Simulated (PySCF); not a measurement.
# Spinor energies of S⁶⁺ (sulfur, charge +6)

Start: [Ne]. Calculated with PySCF 2.14 in x2c-TZVPPall-2c with one added diffuse shell each of s, p, d type (6s7p4d1f, 54 functions): generalised Hartree-Fock with the X2C-1e Hamiltonian and a Gaussian nucleus; spin-orbit coupling (SO) screened by Boettger's factors.

```csv
spinor shell,electrons,"ε, screened SO (eV)",weight of nominal j (screened SO),"rms radius, screened SO (bohr)"
1s1/2,2,-2617.8,1.000,0.112
2s1/2,2,-346.61,1.000,0.513
2p1/2,2,-283.88,1.000,0.483
2p3/2,4,-282.52,1.000,0.485
```

```json
{"quantity": "E (hartree)", "screened SO": "-388.62408"}
{"quantity": "M_J", "screened SO": "0"}
{"quantity": "⟨J²⟩", "screened SO": "0.000"}
{"quantity": "⟨L²⟩", "screened SO": "0.000"}
{"quantity": "⟨S²⟩", "screened SO": "0.000"}
```
